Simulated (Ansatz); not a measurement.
Job for Ansatz (a program for electronic structure): R-B2PLYP/def2-TZVPP on F3HSi (SMILES F[SiH](F)F).

Ansatz 0.2 input:
```yaml
crystal:
  periodic: [false, false, false]
  atoms:
    - {symbol: Si, position_ang: [0.02787529, -0.02730611, -0.01754377]}
    - {symbol: F, position_ang: [0.67323423, 1.40526359, 0.13636547]}
    - {symbol: F, position_ang: [-1.26311642, 0.10561857, -0.91649206]}
    - {symbol: F, position_ang: [-0.41475803, -0.52684942, 1.41317968]}
    - {symbol: H, position_ang: [0.97676494, -0.95672664, -0.61540933]}
basis:
  gaussian:
    orbitals: def2-TZVPP
hamiltonian:
  xc: {name: B2PLYP}
magnetization: {spin_polarized: false}
correlation: {electrons: outside_noble_gas}
scf: {lower_state_search: off}
```

Output:

```
WARN ansatz: RAYON_NUM_THREADS=4 ignored (pool sized by the plan → 4); use --threads N
Functional definition: B2PLYP
these checks for a lower state are left out or cut short: stability, starts, cluster_reference, orbital_swaps, neighbouring_geometries, increment
integrals: 0.15 GiB planned
942 factors; integrals over basis functions are off by at most 7.9e-4 eV
mean field: 0.65 GiB planned
mean field evaluation 1: about -16036.1536 eV, gradient 4.8e1 eV
mean field evaluation 2: about -16036.2256 eV, gradient 4.8e1 eV
mean field evaluation 4: about -16039.2954 eV, gradient 8.2e-1 eV
mean field evaluation 8: about -16039.3121 eV, gradient 2.6e-2 eV
mean field evaluation 16: about -16039.3121 eV, gradient 1.5e-5 eV
mean field -16039.31208539 eV, -589.4338473019 hartree, gradient 1.4e-6 eV, S^2 0.000000; 0 other end points of the search recorded, 0 dependent functions left out
8 core orbitals not correlated
reference -16039.31219986 eV, -589.4338515085 hartree; 13, 13 occupied and 128, 128 virtual orbitals, 942 factors
second order -27.77608642 eV of doubles, -0.00000000 eV of singles
Total energy: -16046.81174319 eV, -589.7094546426 hartree
Checks for a lower state left out: stability, starts, cluster_reference, orbital_swaps, neighbouring_geometries, increment
```

The calculation finished and met its thresholds.

Cost: very roughly 1.8 core-seconds.
